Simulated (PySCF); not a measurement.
## TDDFT excited states: C6H7NOS

Species: C6H7NOS.
InChI=1S/C6H7NOS/c1-2-5-8-6-3-4-7-9-6/h2-4H,1,5H2

Method: PySCF 2.14.0, density-fitted response routines, TDDFT PBE0/def2-SVPD, vertical, gas phase, core orbitals frozen in the response. One conformer (not necessarily the lowest) at the GFN2-xTB geometry, without solvent, vibrations or thermal averaging. Torsions of this conformer, `[CH2:1]=[CH:2][CH2:3][O:4][c:5]1[cH:6][cH:7][n:8][s:9]1`: C1–C2–C3–O4 130°, C2–C3–O4–C5 73°, C3–O4–C5–C6 8°.

| state | λ (nm) | E (eV) | f | \|μ\| (D) | main configurations (H = HOMO, L = LUMO) |
| --- | --- | --- | --- | --- | --- |
| S1 | 227.2 | 5.46 | 0.047 | 1.51 | H→L+1 (53%), H→L (31%), H→L+2 (13%) |
| S2 | 223.3 | 5.55 | 0.102 | 2.20 | H→L (59%), H→L+2 (20%), H→L+1 (14%) |
| S3 | 216.4 | 5.73 | 0.0079 | 0.60 | H→L+2 (42%), H→L+1 (28%), H-2→L (14%) |
| S4 | 213.0 | 5.82 | 0.0016 | 0.27 | H-2→L (57%), H-3→L (18%), H→L+2 (17%) |
| S5 | 206.5 | 6.00 | 0.090 | 1.99 | H-1→L (83%) |
| S6 | 200.9 | 6.17 | 0.0012 | 0.23 | H-1→L+2 (60%), H-1→L+1 (31%) |

Triplets (Tamm–Dancoff): T1 3.83 eV, H→L (90%); T2 4.42 eV, H-3→L+1 (54%), H-2→L+1 (27%).

The lowest singlet lies at 5.46 eV (227 nm, ultraviolet) and is of moderate strength; its leading configuration is HOMO→LUMO+1 (53%). The most intense listed level is S2 at 5.55 eV (223 nm, f = 0.102), 0.10 eV above S1. Löwdin shares by element: HOMO carbon 29% or more, nitrogen 23%, oxygen 21% (atoms not listed hold the other 28%); LUMO carbon 35% or more, sulfur 21%, nitrogen 19% (atoms not listed hold the other 25%). Orbital energies (eV): HOMO-3 -8.30, HOMO-2 -8.12, HOMO-1 -7.60, HOMO -6.95, LUMO -0.65, LUMO+1 -0.40, LUMO+2 0.22. The listed states span 0.71 eV. Of the 6 states listed, 3 reach f = 0.01 and none stays under 0.0005. Singlets were solved by full linear response, triplets in the Tamm–Dancoff approximation.
